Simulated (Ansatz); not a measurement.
HgI (SMILES [I][Hg+]), charge +1, singlet, at a GFN2-xTB geometry (such geometries of metal compounds can be far from the true shape) (core potentials on Hg, I); REVPBE/def2-TZVP (Ansatz, a first-principles code).

Ansatz was given this input:
Ansatz 0.2 input:
```yaml
crystal:
  periodic: [false, false, false]
  atoms:
    - {symbol: Hg, position_ang: [-0.00000000, -0.00000000, -1.01427299]}
    - {symbol: I, position_ang: [0.00000000, 0.00000000, 1.53097810]}
basis:
  gaussian:
    orbitals: def2-TZVP
hamiltonian:
  xc: revpbe
total_charge: 1
accuracy: high
```

Output, abridged:

```
Functional definition: revPBE
1567 factors; integrals over basis functions are off by at most 3.4e-9 eV
mean field evaluation 1: about -12264.8388 eV, gradient 5.1e1 eV
mean field evaluation 2: about -12148.3901 eV, gradient 1.7e2 eV
mean field evaluation 4: about -12272.7039 eV, gradient 1.3e1 eV
mean field evaluation 8: about -12273.1249 eV, gradient 9.3e-1 eV
mean field evaluation 16: about -12273.1267 eV, gradient 7.7e-5 eV
mean field evaluation 32: about -12267.6617 eV, gradient 3.7e-5 eV
mean field -12273.12665163 eV, -451.0290854233 hartree, gradient 7.5e-8 eV, S^2 0.000000; 3 other end points of the search recorded, 0 dependent functions left out
reference -12273.12665529 eV, -451.0290855578 hartree; 22, 22 occupied and 71, 71 virtual orbitals, 1567 factors
Total energy: -12273.12665529 eV, -451.0290855578 hartree
```
